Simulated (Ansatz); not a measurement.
C$_{2}$H$_{6}$BBrO, SMILES `COB(C)Br`. Total charge 0; spin multiplicity 1.

Cartesian coordinates in Å:
```
C 1.2940 -1.3939 -0.4961
O 0.5669 -0.1821 -0.5232
B -0.3961 0.2148 0.3126
C -1.1009 1.5916 0.1279
Br -0.9608 -0.9249 1.8030
H 2.3577 -1.1520 -0.4893
H 1.0457 -1.9929 0.3811
H 1.0634 -1.9570 -1.4019
H -0.6899 2.1469 -0.7168
H -1.0057 2.1980 1.0330
H -2.1744 1.4514 -0.0304
```

**Question.** List the harmonic frequencies (cm⁻¹, unscaled) at PBE0-D4/def2-TZVP in Ansatz. (Best estimate.)

**Answer.** The calculation gave: 26i, 90, 176, 207, 252, 420, 435, 512, 821, 879, 1038, 1078, 1189, 1192, 1328, 1402, 1451, 1452, 1492, 1493, 1520, 3051, 3057, 3118, 3139, 3145, 3147.
